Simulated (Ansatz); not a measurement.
`C[SiH](Cl)[SiH2]F`, 11 atoms. Total charge 0; spin multiplicity 1. All runs use 4 threads of an Arm Neoverse V1 on a shared host. Correlated methods freeze the cores.

(1) Give the basis size and wall time and peak host memory of each of these runs in Ansatz. RKS PBE0-D4/def2-QZVPP energy; RKS ωB97M-V/def2-QZVPP energy; RKS PBE0-D4/def2-TZVPP energy; RKS PBE0-D4/def2-TZVP relaxation (8 steps); RKS PBE-D4/def2-TZVPP energy and forces; direct RPA on PBE orbitals/def2-TZVPP energy; RKS ωB97M-V/def2-SVP energy; RHF-CCSD(T)/def2-SVP energy; RKS CAM-B3LYP-D4/def2-TZVPP energy; RHF-MP2/def2-QZVPP energy; RKS B97M-V/def2-TZVPP energy; RHF-CCSD(T)/def2-TZVPP energy. (Estimate.)

## Answers

(1) The calculation gave: Other jobs shared the machine, so times are rough.

| level | job | functions | wall time | peak host memory (GiB) |
| --- | --- | --- | --- | --- |
| RKS PBE-D4/def2-TZVPP | energy and forces | 272 | 3.4 s | 0.4 |
| RKS PBE0-D4/def2-TZVPP | energy | 272 | 4.8 s | 0.82 |
| RKS CAM-B3LYP-D4/def2-TZVPP | energy | 272 | 6 s | 0.92 |
| RHF-CCSD(T)/def2-SVP | energy | 112 | 6.5 s | 0.5 |
| RKS ωB97M-V/def2-SVP | energy | 112 | 7.5 s | 0.49 |
| direct RPA on PBE orbitals/def2-TZVPP | energy | 272 | 7.5 s | 0.64 |
| RKS B97M-V/def2-TZVPP | energy | 272 | 13 s | 0.49 |
| RKS PBE0-D4/def2-QZVPP | energy | 504 | 15 s | 2.2 |
| RHF-MP2/def2-QZVPP | energy | 504 | 27 s | 3.2 |
| RKS ωB97M-V/def2-QZVPP | energy | 504 | 30 s | 2.6 |
| RKS PBE0-D4/def2-TZVP | relaxation (8 steps) | 209 | 37 s | 0.61 |
| RHF-CCSD(T)/def2-TZVPP | energy | 272 | 3.8 min | 6.7 |
